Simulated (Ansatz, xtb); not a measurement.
Spectroscopic constants of CoAs, multiplicity 5 (lowest of 2S+1 = 1, 3, 5, 7 at PBE0/def2-TZVPP; our sources give no spin for the ground state, which may be another). No spin–orbit coupling. Co is treated without relativity. As is treated without relativity.

The constants come from a fifth-degree fit in 1/R (seven points, main isotopes). In def2 and cc sets the state is the lowest found near the PBE0 minimum, followed along R.

Codes used: Ansatz (Gaussian orbitals); xtb for the GFN methods. Values without a source in brackets are computed. The GFN methods have no spin term and hold the electronic entropy of 300 K.

```tsv
level	r_e (Å)	ω_e (cm⁻¹)	B_e (cm⁻¹)	ω_e x_e (cm⁻¹)	dipole (D)
GFN1-xTB	2.156	343	0.110	3.3	-
GFN2-xTB	2.172	313	0.108	2.2	-
PBE/def2-TZVPP	2.180	311	0.107	0.99	3.04
r2SCAN/def2-TZVPP	2.194	307	0.106	0.98	3.42
B97M-V/def2-TZVPP	2.230	296	0.103	1.0	3.25
B3LYP/def2-TZVPP	2.255	277	0.101	0.99	3.28
PBE0/def2-TZVPP	2.244	283	0.101	0.99	3.67
BHLYP/def2-TZVPP	2.324	251	0.0946	0.77	4.03
CAM-B3LYP/def2-TZVPP	2.250	279	0.101	0.93	3.69
wB97X-V/def2-TZVPP	2.251	280	0.101	0.89	4.26
wB97M-V/def2-TZVPP	2.270	273	0.0991	0.88	3.94
B2PLYP/def2-TZVPP	2.226	287	0.103	1.2	-
```

Correlated levels freeze the inner cores; with def2 sets outer-core shells near the valence are correlated too.

Ansatz is a program for electronic structure.
